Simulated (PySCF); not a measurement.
Br2Mg, SMILES [Br][Mg-][Br], charge -1, multiplicity 2. Atoms are numbered in the order given.

```xyz
3

Mg     0.0000     0.0000    -1.0970
Br     0.0000     2.1868     0.1881
Br     0.0000    -2.1868     0.1881
```
Charge -1, spin multiplicity 2.

Geometry optimised at B3LYP-D3(BJ)/def2-SVPD.

The numbers are results of PySCF with PBE0/def2-TZVPD, not measurements.

Computed frontier levels, dipole moment and polarisability:
The α spin, highest occupied and lowest empty level comes out as -0.45 and 2.80 eV and the β spin, highest occupied and lowest empty level is -3.45 and 2.08 eV. The dipole moment about the centre of nuclear charge is 1.03 D. The mean static polarisability is 136.3 bohr³ (20.20 Å³) and the polarisability, principal values is 125.1, 137.8, 146.0 bohr³. The ⟨S²⟩ is 0.751 (pure state 0.75).
